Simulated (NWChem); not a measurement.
CH5AgO2; SMILES C[O][Ag]<-[OH2]

```xyz
9

Ag     0.0577    -0.2685     0.0001
O      0.5118     1.6688    -0.0006
C     -0.4704     2.6348     0.0004
H     -1.1406     2.6172     0.8911
H     -0.0022     3.6437     0.0002
H     -1.1422     2.6175    -0.8891
O     -0.2413    -2.4496     0.0005
H      0.1219    -2.9105     0.7662
H      0.1080    -2.9089    -0.7727
```
Atoms are numbered in this order, from 1.

Computed with NWChem. Structure relaxed at the PBE0/def2-SVP level. No frequency run checked for a minimum. def2 effective core potentials on Ag; no spin-orbit coupling.

For level RPBE/def2-SVP:

* **highest occupied level (eV)**: -3.97
* **orbital gap (eV)**: 1.99
* **dipole (D)**: 6.80

Problem. Estimate the same quantities for level PBE0/def2-SVP.

Solution. The highest occupied level (eV) comes out as -5.34. The orbital gap (eV) is 4.17 and the dipole (D) is 7.48.
